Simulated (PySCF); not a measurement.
# Spinor energies of Ho(52+) (holmium, charge +52)

Start: [Ne] 3s2 3p3; 3p1/2 filled at m_j = -1/2, +1/2; 3p3/2 filled at m_j = +3/2. Calculated with PySCF 2.14 in an even-tempered Gaussian basis (18 s from 14 bohr⁻², ratio 2.4; 14 p from 18 bohr⁻², ratio 2.4; 4 d from 65 bohr⁻², ratio 2.6; 4 f from 97 bohr⁻², ratio 2.6): generalised Hartree-Fock with the X2C-1e Hamiltonian and a Gaussian nucleus; one run each with spin-orbit coupling (SO) switched off, then screened by Boettger's factors.

```json
{"spinor shell": "1s1/2", "electrons": "2", "ε, spin-free (eV)": "-59680.9", "ε, screened SO (eV)": "-59661.4", "weight of nominal j (screened SO)": "1.000", "rms radius, screened SO (bohr)": "0.0236"}
{"spinor shell": "2s1/2", "electrons": "2", "ε, spin-free (eV)": "-13081.9", "ε, screened SO (eV)": "-13073.5", "weight of nominal j (screened SO)": "1.000", "rms radius, screened SO (bohr)": "0.0938"}
{"spinor shell": "2p1/2", "electrons": "2", "ε, spin-free (eV)": "-12019.3", "ε, screened SO (eV)": "-12642.2", "weight of nominal j (screened SO)": "1.000", "rms radius, screened SO (bohr)": "0.0800"}
{"spinor shell": "3s1/2", "electrons": "2", "ε, spin-free (eV)": "-5184.2", "ε, screened SO (eV)": "-5180.9", "weight of nominal j (screened SO)": "1.000", "rms radius, screened SO (bohr)": "0.226"}
{"spinor shell": "3p1/2", "electrons": "2", "ε, spin-free (eV)": "-4887.7", "ε, screened SO (eV)": "-5027.4", "weight of nominal j (screened SO)": "0.999", "rms radius, screened SO (bohr)": "0.214"}
{"spinor shell": "3p3/2", "electrons": "1", "ε, spin-free (eV)": "-4887.7", "ε, screened SO (eV)": "-4805.8", "weight of nominal j (screened SO)": "1.000", "rms radius, screened SO (bohr)": "0.225"}
```

Question: Where does 2p3/2 lie, and what is the 2p spin-orbit splitting (screened SO)?

Answer: At -11749.2 eV, 893.04 eV above 2p1/2.

```json
{"quantity": "E (hartree)", "spin-free": "-9841.20089", "screened SO": "-9857.41713"}
{"quantity": "M_J", "spin-free": "3/2", "screened SO": "3/2"}
{"quantity": "⟨J²⟩", "spin-free": "3.750", "screened SO": "3.750"}
{"quantity": "⟨L²⟩", "spin-free": "0.000", "screened SO": "2.532"}
{"quantity": "⟨S²⟩", "spin-free": "3.750", "screened SO": "1.513"}
```

Each row is a mean over spinors that exchange with the open shell spreads, by up to 27.496 eV (3s1/2).

Breit and QED terms are absent; they matter most for the inner s and p1/2 levels.

Densities and radii are taken from the X2C orbitals without a picture-change correction, which distorts them close to the nucleus.

Without spin-orbit coupling the j labels of p, d and f shells carry no meaning; the spin-free column gives the mean over the occupied spinors of each nl shell.
